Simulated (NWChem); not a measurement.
CHO2 cation; SMILES O=C=[OH+]

```xyz
4

O      0.0355    -1.2241     0.0000
C      0.0047    -0.0852     0.0000
O     -0.1640     1.1284     0.0000
H      0.6060     1.7666     0.0000
```
Atoms are numbered in this order, from 1.

Computed with NWChem. Coordinates come from a PBE-D3(BJ)/def2-SVP optimisation. Atomic charges in e: unrestrained fits to the electrostatic potential beside Mulliken populations; the two definitions need not agree.

Task: Estimate the computed values for B3LYP/def2-SVP. Quantities: ESP O1; Mulliken O1; ESP C2; Mulliken C2; ESP O3; Mulliken O3; relative RMS misfit of the potential (%).

Result: 
```yaml
ESP O1: -0.08
Mulliken O1: 0.15
ESP C2: 0.81
Mulliken C2: 0.47
ESP O3: -0.24
Mulliken O3: 0.02
relative RMS misfit of the potential (%): 1
```
